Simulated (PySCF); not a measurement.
How methods differ on the excitation energy of Au

Au [Xe] 4f14 5d10 6s1 (2S) → Au [Xe] 4f14 5d10 6p1 (2P), as a difference of total energies. All numbers are calculated (PySCF 2.14, the spin-free X2C one-electron Hamiltonian (Gaussian nucleus), in x2c-TZVPPall (11s7p7d3f1g, 97 functions)). Correlated levels: valence: [Xe] 4f14 frozen; valence and next inner shell: [Kr] 4d10 4f14 frozen. The calculations carry no spin-orbit coupling.

```tsv
method	excitation energy (cm⁻¹)	error (cm⁻¹)
UHF	34740	-5163
LDA	42870	+2967
PBE	41306	+1403
PBE0	40262	+359
r2SCAN	41623	+1720
PBEsol	41860	+1957
r2SCAN0	40751	+848
BLYP	41668	+1765
MP2 (valence)	41416	+1513
SCS-MP2 (valence)	40884	+981
MP2 (valence and next inner shell)	42323	+2420
SCS-MP2 (valence and next inner shell)	41444	+1541
```

Reference: 39903 cm⁻¹ (measured; NIST levels, between the centres of gravity of the two terms).

Errors of the correlated levels include the incompleteness of this basis and the frozen core.

The basis was made for the ground configuration and has no added diffuse functions, so the excitation energy can come out too high.
